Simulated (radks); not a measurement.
Results of a calculation; reference values are marked as such.
Ionisation of Cs2+, [Kr] 4d10 5s2 5p5, to Cs3+, [Kr] 4d10 5s2 5p4, under several functionals. Scalar-relativistic Kohn-Sham, spin-polarised, spherical densities, finite nucleus; open shells are filled with parallel spins first (spin-orbit coupling, left out, can overturn this in heavy ions); a radial shooting solver on a logarithmic mesh with Libxc functionals. The NIST Atomic Spectra Database gives 33.195 eV (semi-empirical). Rank these functionals by the error of their Delta-SCF ionisation energy: r2SCAN; exchange-only PBE; SOGGA; exchange-only B88; PBE; exchange-only LDA; PW91; AM05; BLYP; revPBE.

Answer. From best to worst: BLYP 33.283 eV (+0.088); revPBE 33.322 eV (+0.127); SOGGA 33.336 eV (+0.141); PBE 33.391 eV (+0.196); AM05 33.426 eV (+0.231); PW91 33.483 eV (+0.288); r2SCAN 33.533 eV (+0.338); exchange-only B88 32.170 eV (-1.025); exchange-only PBE 32.127 eV (-1.068); exchange-only LDA 32.096 eV (-1.099). Open shells are spherical and high-spin; term and fine-structure splittings are not resolved. Spin-orbit splitting is averaged out at the scalar-relativistic level.
